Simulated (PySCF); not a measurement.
**The third ionisation energy along group 15**

Calculated with PySCF 2.14 from differences of total energies of unrestricted determinants, without spin-orbit coupling. Values in eV. The last column holds reference values (NIST; (s) semi-empirical, (t) theoretical, else measured). Unmarked ones compare directly (S terms, centres of terms, or small fine structure); those marked * lie between the lowest fine-structure levels and include a spin-orbit shift.

| element | configurations | UHF | r2SCAN | MP2 (valence) | SCS-MP2 (valence) | CCSDT (valence) | PBE0 | reference |
| --- | --- | --- | --- | --- | --- | --- | --- | --- |
| N (aug-cc-pVDZ, non-relativistic) | [He] 2s2 2p1 → [He] 2s2 | 47.313 | 48.213 | 47.307 | 47.250 | 47.059 | 48.041 | 47.445 (s) * |
| P (aug-cc-pV(D+d)Z, non-relativistic) | [Ne] 3s2 3p1 → [Ne] 3s2 | 29.580 | 30.368 | 29.763 | 29.744 | 29.915 | 30.288 | 30.203 * |
| As (aug-cc-pVDZ-PP with ECP10MDF, ECP) | [Ar] 3d10 4s2 4p1 → [Ar] 3d10 4s2 | 27.449 | 28.241 | 27.609 | 27.591 | 27.706 | 28.028 | 28.349 ± 0.012 * |
| Sb (aug-cc-pVDZ-PP with ECP28MDF, ECP) | [Kr] 4d10 5s2 5p1 → [Kr] 4d10 5s2 | 24.106 | 24.859 | 24.241 | 24.224 | 24.326 | 24.725 | 25.323 * |
| Bi (aug-cc-pVDZ-PP with ECP60MDF, ECP) | [Xe] 4f14 5d10 6s2 6p1 → [Xe] 4f14 5d10 6s2 | 23.004 | 23.693 | 23.127 | 23.111 | 23.189 | 23.630 | 25.571 * |

"Valence" correlates the outer s and p shells and, in groups 3 to 12 and the f block, the outer d or f shell, open or full, or the next shell where the ion has no valence electron left; the wider scheme adds the next inner shell.
